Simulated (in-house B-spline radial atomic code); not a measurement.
Computed with a B-spline radial atomic code. Model: two electrons, singlet ground state, non-relativistic, full CI in B-splines with partial waves to l = 8 (at full coupling up to 3e-4 hartree above the limit, correlation up to 0.6 % small), density held at that of full coupling by Lieb maximisation.

Along the adiabatic connection the electron repulsion is scaled by a coupling λ while a local potential keeps the density fixed. At λ = 0 the system is the Kohn-Sham one and W equals the exchange energy; the exchange-correlation energy is the area under W between 0 and 1. The kinetic energy rises with λ as the electrons avoid each other, with dT/dλ = −λ dW/dλ.

Command:
```bash
python run_ac.py task.json out
```
Settings (lengths in bohr, energies in hartree):
```
potential              ball
strength               1
lmax                   8
wall_radius            45.8
```

Time taken, with all properties: 5.5 s on 1 thread of Intel(R) Xeon(R) Processor @ 2.30GHz, with other jobs on the host.

**W = mean repulsion less Hartree energy, and W of three functionals.**

Given: confinement empty hard sphere; hard wall radius 45.8 bohr; external potential zero inside.

Computed: LDA exchange minus exact 1.8832 millihartree; PBE exchange minus exact -1.6927 millihartree.

| coupling | W xc (hartree) | W xc minus exchange (millihartree) | kinetic minus Kohn-Sham (millihartree) | LDA (PW92) W minus its exchange (millihartree) | PBE W minus its exchange (millihartree) | SCAN W minus its exchange (millihartree) |
| --- | --- | --- | --- | --- | --- | --- |
| 0 | -0.030595 | 0 | 0 | 0 | 0 | 0 |
| 0.02 | -0.033417 | -2.823 | 0.03 | -4.63 | -2.8 | -1.65 |
| 0.05 | -0.035988 | -5.394 | 0.11 | -7.73 | -5.17 | -3.47 |
| 0.12 | -0.038671 | -8.076 | 0.32 | -11.48 | -8.27 | -6.14 |
| 0.25 | ? | ? | ? | ? | ? | ? |
| 0.4 | -0.04113 | -10.536 | 0.86 | -16.67 | -12.83 | -9.96 |
| 0.6 | -0.041658 | -11.063 | 1.12 | -18.19 | -14.21 | -10.88 |
| 0.8 | -0.041971 | -11.376 | 1.34 | -19.18 | -15.11 | -11.39 |
| 1 | -0.042185 | -11.59 | 1.53 | -19.89 | -15.76 | -11.7 |
| 1.4 | -0.042469 | -11.874 | 1.86 | -20.88 | -16.66 | -12.07 |
| 2 | -0.042726 | -12.132 | 2.3 | -21.8 | -17.52 | -12.35 |
| 3 | -0.042976 | -12.382 | 2.91 | -22.71 | -18.36 | -12.57 |
| 4.5 | -0.043189 | -12.595 | 3.69 | -23.48 | -19.08 | -12.72 |
| 7 | ? | ? | ? | ? | ? | ? |
| 10 | -0.043527 | -12.932 | 5.97 | -24.66 | -20.17 | -12.9 |

(1) What belongs in the row 0.25?

(2) What belongs in the row 7?

(3) What is the SCAN exchange minus exact?

**Energy parts, natural occupations and partial-wave weights.**

Computed: total energy 0.0279 hartree; exchange energy -0.030595 hartree; correlation energy -0.010063 hartree; kinetic part of the DFT correlation energy 0.0015279 hartree; Hartree energy 0.061189 hartree; Lieb Oxford ratio E_xc over LDA exchange 1.4161.

| natural | occupation of the shell (electrons) |
| --- | --- |
| s | 1.0768 |
| p | ? |
| d | 0.080755 |
| s | 0.0025886 |
| f | 0.00077004 |
| p | 0.00053248 |

(4) What belongs in the row p?

```
wave      weight
   s     0.53968
   p     0.41955
   d           ?
   f  0.00038502
   g  2.0738e-09
```

(5) What belongs in the row d?

(6) What is the kinetic part over minus potential part?

(7) What is the Kohn-Sham kinetic?

## Answers

(1) W xc (hartree): -0.040355; W xc minus exchange (millihartree): -9.76; kinetic minus Kohn-Sham (millihartree): 0.62; LDA (PW92) W minus its exchange (millihartree): -14.73; PBE W minus its exchange (millihartree): -11.1; SCAN W minus its exchange (millihartree): -8.61.

(2) W xc (hartree): -0.043388; W xc minus exchange (millihartree): -12.793; kinetic minus Kohn-Sham (millihartree): 4.81; LDA (PW92) W minus its exchange (millihartree): -24.18; PBE W minus its exchange (millihartree): -19.73; SCAN W minus its exchange (millihartree): -12.83.

(3) -2.7674 millihartree.

(4) occupation of the shell (electrons): 0.83857.

(5) weight: 0.040379.

(6) 0.13183.

(7) 0.0074029 hartree.

Half-way to full coupling W has made 93 % of its drop, against 50 % for a straight line, and second-order (GL2) theory, half the initial slope, overshoots the correlation energy by about 712 %: correlation is strong. Over couplings 0 to 1 the errors in E_xc come to about -4.2 millihartree for LDA, -4.1 millihartree for PBE, -2.2 millihartree for SCAN, so SCAN is nearest. In LDA and SCAN the errors of exchange and correlation have opposite signs, so the sum is smaller than the larger of the two.
